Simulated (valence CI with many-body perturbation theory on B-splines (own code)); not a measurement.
**Missing levels of Pb59+**

Level of theory: relativistic CI+MBPT: five valence electrons over a frozen Dirac-Fock core [Ar], radial functions for each j: 7 s, 7 p, 8 d, 6 f, 4 g, 1 h, with the one-electron correlation potential Σ1 (screened to all orders), the two-electron term Σ2, the three-electron term Σ3, Breit, model QED; selected single and double excitations, second order for the rest (own B-spline code, finite nucleus).

The last digits are not significant, and no measured levels were compared; by estimate large intervals hold to a few tenths of a per cent, small ones and those within an open d or f shell to about a per cent. The list stops below the first excitations out of the core. Only levels of the ground parity were solved; by the run's estimate the other parity begins above the list, which can be wrong where configurations are misplaced.

```
                      Level  E (eV)
      (3d3/2^4 3d5/2) J=5/2    0.00
(3d3/2^3 3d5/2^2) J=5/2 [a]  101.48
(3d3/2^3 3d5/2^2) J=7/2 [a]  114.17
   (3d3/2^3 3d5/2^2) J=11/2       ?
(3d3/2^3 3d5/2^2) J=3/2 [a]  116.75
    (3d3/2^3 3d5/2^2) J=9/2  122.12
(3d3/2^3 3d5/2^2) J=5/2 [b]  126.92
(3d3/2^3 3d5/2^2) J=7/2 [b]  131.68
    (3d3/2^3 3d5/2^2) J=1/2       ?
(3d3/2^3 3d5/2^2) J=3/2 [b]  153.09
(3d3/2^2 3d5/2^3) J=5/2 [a]       ?
   (3d3/2^2 3d5/2^3) J=11/2       ?
(3d3/2^2 3d5/2^3) J=7/2 [a]  224.43
(3d3/2^2 3d5/2^3) J=9/2 [a]  226.80
   (3d3/2^2 3d5/2^3) J=13/2  229.68
(3d3/2^2 3d5/2^3) J=1/2 [a]       ?
(3d3/2^2 3d5/2^3) J=3/2 [a]  234.60
(3d3/2^2 3d5/2^3) J=5/2 [b]  235.47
(3d3/2^2 3d5/2^3) J=9/2 [b]       ?
(3d3/2^2 3d5/2^3) J=7/2 [b]  244.01
```

Levels are named by their leading jj configuration (3d3/2^4 stands for four electrons in 3d with j = 3/2), which in mixed levels can hold well under half, so a name can repeat and another be missing. Letters in brackets count levels of one name in rising energy.

**Question.** The levels stand in rising order. What does the calculation give for the missing energies?

**Answer.** (3d3/2^3 3d5/2^2) J=11/2 115.13; (3d3/2^3 3d5/2^2) J=1/2 132.33; (3d3/2^2 3d5/2^3) J=5/2 [a] 214.29; (3d3/2^2 3d5/2^3) J=11/2 224.33; (3d3/2^2 3d5/2^3) J=1/2 [a] 233.37; (3d3/2^2 3d5/2^3) J=9/2 [b] 241.28.
